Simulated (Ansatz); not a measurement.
Species: H3OSi, SMILES `[SiH2]=[OH+]` with one electron removed (charge 2, multiplicity 2), formula H₃OSi.

### Question
How many basis functions does Ansatz (a program for electronic structure) with frozen-core CCSD(T)/cc-pVTZ // r2SCAN-D4/def2-TZVP use, how many core orbitals are frozen, and how many electrons are correlated?

### Answer
106 basis functions and 6 frozen orbitals, which leaves 11 correlated electrons. Core time is of the order of seconds.
